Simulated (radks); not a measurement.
Spherical quantum dot in the effective-mass picture: electrons in a parabolic well V = omega^2 r^2 / 2 with omega = 2.59, all in effective atomic units (hartree* = m*/eps^2 hartree, bohr* = eps/m* bohr), one dielectric constant everywhere. Method: non-relativistic Kohn-Sham, LDA (Slater exchange, Perdew-Wang correlation), spin-polarised, spherical densities; computed with a radial shooting solver with Libxc functionals. Levels are named by radial order and angular momentum (1s, 1p, 1d, 2s, ...), and open shells are averaged over m. Results are scaled to m* = 0.253 and eps = 5.8, for which hartree* = 204.7 meV and bohr* = 1.213 nm. Each electron was tried in the lowest free levels, single moves between levels near the top were tried too, and the lowest total energy was kept; such a search can miss a lower state. At N = 1 the Hartree and exchange-correlation terms need not cancel, so that row can carry a self-interaction error.

N        open shells  2S  E (meV)  mu = E(N) - E(N-1) (meV)  addition energy mu(N+1) - mu(N) (meV)  e(HOMO) (meV)  rms radius (nm)
1   1s(up 1, down 0)   1  807.880                    807.88                                  242.7         900.48           0.9281
2               none   0  1858.50                    1050.6                                  654.4         1142.6           0.9645
3   1p(up 1, down 0)   1  3563.53                    1705.0                                  159.9         1784.0            1.079
4   1p(up 2, down 0)   2  5428.41                    1864.9                                  162.5         1946.1            1.143
5   1p(up 3, down 0)   3  7455.83                    2027.4                                  207.1         2108.7            1.187
6   1p(up 3, down 1)   2  9690.40                    2234.6                                  150.7         2309.3            1.224
7   1p(up 3, down 2)   1  12075.7                    2385.3                                  152.6         2461.5            1.255
8               none   0  14613.5                    2537.9                                  559.4         2614.2            1.282
9   1d(up 1, down 0)   1  17710.8                    3097.3                                  133.0         3163.7            1.328
10  1d(up 2, down 0)   2  20941.1                    3230.3                                  132.9         3296.8            1.366
11  1d(up 3, down 0)   3  24304.3                    3363.2                                  132.4         3429.5            1.399
12  1d(up 4, down 0)   4  27799.9                    3495.6                                  131.7         3561.6            1.428
13  1d(up 5, down 0)   5  31427.3                    3627.3                                  167.1         3692.9            1.454
14  1d(up 5, down 1)   4  35221.7                    3794.4                                  125.7         3857.2            1.479
15  1d(up 5, down 2)   3  39141.8                    3920.1                                  125.6         3982.9            1.502
16  1d(up 5, down 3)   2  43187.5                    4045.7                                  125.2         4108.4            1.523
17  1d(up 5, down 4)   1  47358.4                    4170.9                                  124.6         4233.4            1.544
18              none   0  51654.0                    4295.6                                  164.4         4357.7            1.563
19  2s(up 1, down 0)   1  56114.0                    4460.0                                  140.2         4523.8            1.581
20              none   0  60714.2                    4600.2                                  422.2         4663.4            1.599
21  1f(up 1, down 0)   1  65736.6                    5022.4                                  112.3         5078.6            1.622
22  1f(up 2, down 0)   2  70871.2                    5134.7                                  111.9         5190.7            1.644
23  1f(up 3, down 0)   3  76117.8                    5246.6                                  111.5         5302.4            1.665
24  1f(up 4, down 0)   4  81475.9                    5358.1                                  111.0         5413.6            1.684
25  1f(up 5, down 0)   5  86944.9                    5469.0                                  110.5         5524.3            1.703
26  1f(up 6, down 0)   6  92524.4                    5579.5                                  109.9         5634.5            1.721
27  1f(up 7, down 0)   7  98213.8                    5689.4                                  137.9         5744.2            1.737
28  1f(up 7, down 1)   6   104041                    5827.3                                  107.0         5880.8            1.754
29  1f(up 7, down 2)   5   109975                    5934.3                                  106.7         5987.7            1.770
30  1f(up 7, down 3)   4   116016                    6040.9                                  106.3         6094.2            1.785
31  1f(up 7, down 4)   3   122163                    6147.2                                  105.9         6200.3            1.800
32  1f(up 7, down 5)   2   128417                    6253.2                                  105.5         6306.0            1.815
33  1f(up 7, down 6)   1   134775                    6358.6                                  105.0         6411.2            1.829
34              none   0   141239                    6463.7                                  164.5         6516.0            1.842
35  2p(up 1, down 0)   1   147867                    6628.2                                  106.2         6681.4            1.856
36  2p(up 2, down 0)   2   154602                    6734.5                                  106.0         6787.5            1.869
37  2p(up 3, down 0)   3   161442                    6840.5                                  120.1         6893.4            1.882
38  2p(up 3, down 1)   2   168403                    6960.5                                      -         7012.7            1.895

All shells are closed at N = 2, 8, 18, 20, 34 (there: 1s2 1p6 1d10 2s2 1f14); the second difference of the energy has clear peaks (12 % above both neighbours; the first and last values, which can be the largest, are not judged, and half-filled shells can peak too) at N = 2, 5, 8, 13, 18, 20, 27, 34.
